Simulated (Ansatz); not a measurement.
HCu (SMILES [CuH]), singlet, at a GFN2-xTB geometry (such geometries of metal compounds can be far from the true shape).

The Ansatz (a program for electronic structure) input:
Ansatz 0.2 input:
```yaml
crystal:
  periodic: [false, false, false]
  atoms:
    - {symbol: Cu, position_ang: [-0.00000000, -0.00000000, -0.04747396]}
    - {symbol: H, position_ang: [0.00000000, 0.00000000, 1.37674489]}
basis:
  gaussian:
    orbitals: def2-SVP
hamiltonian:
  xc: hf
scf: {lower_state_search: off}
magnetization: {spin_polarized: true}
```

Predict the total energy from HF/def2-SVP run with Ansatz.

-1639.2340 Eh

What is the computed number of basis functions (HF/def2-SVP)?

36
